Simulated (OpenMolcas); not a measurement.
An atom or ion with 48 electrons was computed by MS-CASPT2, IPEA 0.25 Eh, imaginary shift 0.1 Eh with spin-orbit coupling (OpenMolcas, ANO-RCC-VTZP, DKH2). The lowest levels that the run gave, each within 12 % of the measured value where one is at hand:

```
J  Parity  E (cm⁻¹)      g
0    even       0.0       
0     odd     65250       
1     odd     67330  1.495
2     odd     72510  1.501
1     odd     95330  1.006
0    even    153670       
1    even    157450  1.501
2    even    158790  1.248
2    even    165330  1.253
0    even    183970
```

Problem. Which ion is it, and what are the configurations and terms?

Solution. Sb³⁺ (Z = 51, charge +3; active space 2 electrons in 4 orbitals (5s 5p)). J, parity and g give the terms where levels are pure, and mixed ones are named by the computed weights; the size of the splittings, set against known spectra of the 48-electron sequence, gives the charge. In order, with the measured energies in cm⁻¹ (Moore, Atomic Energy Levels, vol. III, NSRDS-NBS 35 (1971 reprint of NBS Circular 467, 1958)): 5s² ¹S₀, 5s 5p ³P°₀, 5s 5p ³P°₁ (66700), 5s 5p ³P°₂ (72560), 5s 5p ¹P°₁ (95952), 5p² ³P₀ (152076), 5p² ³P₁ (156388), 5p² ¹D₂ [51 %], 5p² ³P₂ [51 %], 5p² ¹S₀.

CASPT2 breaks the degeneracy within a term, and the mean is taken; among the terms shown or strongly mixed into the levels shown the widest spread is 14 cm-1 (5p² ¹D). Over all roots computed the reference weight is 0.89 to 0.95; the roots of lowest weight are the least certain, and an intruder state may touch them. The ¹D term of p² mixes with s d, which this space lacks. Computed and measured levels are paired by configuration, term and J; levels that our copy of the source lacks, or whose pairing is in doubt (as where it misses far off the trend of its configuration), stay unpaired and out of the deviations. Levels of configurations outside the active space are missing.

A share in square brackets marks a mixed level and gives the weight of the term that names it. ° marks odd parity.
